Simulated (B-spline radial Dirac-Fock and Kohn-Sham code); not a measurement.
**What relativity does to the binding energies of Rh⁶⁺**

System: rhodium as Rh⁶⁺, [Kr] 4d3.

Both columns are ΔSCF binding energies of the configuration average from an atomic code on a B-spline grid: non-relativistic Hartree-Fock with a point nucleus, and Dirac-Fock with a finite nucleus and the Coulomb interaction alone, averaged over the two j levels with weights 2j+1.

| shell | Hartree-Fock (eV) | Dirac-Fock (eV) | shift (eV) | shift (%) |
| --- | --- | --- | --- | --- |
| 1s | 22737.7 | 23398.2 | +660.49 | +2.90 |
| 2s | 3378.7 | 3536.7 | +157.97 | +4.68 |
| 2p | 3126.1 | 3169.4 | +43.37 | +1.39 |
| 3s | 709.9 | 741.3 | +31.36 | +4.42 |
| 3p | 609.0 | 617.8 | +8.78 | +1.44 |
| 3d | 423.8 | 418.6 | -5.15 | -1.22 |
| 4s | 182.8 | 188.7 | +5.87 | +3.21 |
| 4p | 147.6 | 149.0 | +1.34 | +0.91 |
| 4d | 96.56 | 95.67 | -0.88 | -0.92 |

Relativity binds 1s, 2s, 2p, 3s, 3p, 4s, 4p more strongly, among those listed most of all 2s in relative terms, and 3d, 4d more weakly, because the contracted s and p shells screen the nucleus better.

Values without a named source are computed, but for edge energies of neutral atoms, which are taken from tables.
